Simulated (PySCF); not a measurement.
Species: C₂H₈AlFS.
SMILES with atom numbers: `[CH3:1][S+:2]([CH3:3])[AlH2-:4][F:5]` (hydrogens: H6, H7, H8 on C1; H9, H10, H11 on C3; H12, H13 on Al4)

Method used: PBE0-D3(BJ)/def2-SVP geometry optimisation, gas phase (PySCF).

(1) List the bond lengths, angles and torsions at this level.

## Answers

(1) 
| bond | length (Å) |
| --- | --- |
| C1–S2, S2–C3 | 1.809 |
| S2–Al4 | 2.474 |
| Al4–F5 | 1.704 |
| C1–H6 and 5 like bonds | 1.098 |
| Al4–H12, Al4–H13 | 1.593 |

Bonds in one row agree within 0.01 Å and their mean is given. A selection of angles:
| angle | degrees |
| --- | --- |
| S2–C1–H6 | 109.7 |
| S2–C1–H8 | 106.8 |
| H6–C1–H7 | 111.7 |
| H6–C1–H8 | 109.7 |
| C1–S2–C3 | 100.4 |
| C1–S2–Al4 | 96.2 |
| S2–Al4–F5 | 92.4 |
| S2–Al4–H12 | 101.2 |
| F5–Al4–H12 | 114.5 |
| H12–Al4–H13 | 124.3 |

Torsions: C1–S2–Al4–F5 51° (synclinal).

S2 (sulfur bonded to Al and 2 C) is pyramidal (angles 100.4°, 96.4° and 96.2°, sum 292.9°, 0.97 Å off the plane of its three neighbours). Al4 (aluminium bonded to F, S and 2 H) has angles from 92.4° to 124.3°. Of the pairs four or more bonds apart, F5···H7 is among the closest relative to their van der Waals radii: 2.40 Å, 90 % of the sum of Bondi's values.

Point group: Cs (tolerance 0.08 Å). Not checked by PBE0-D3(BJ)/def2-SVP frequencies. The numbers are those of one conformer.
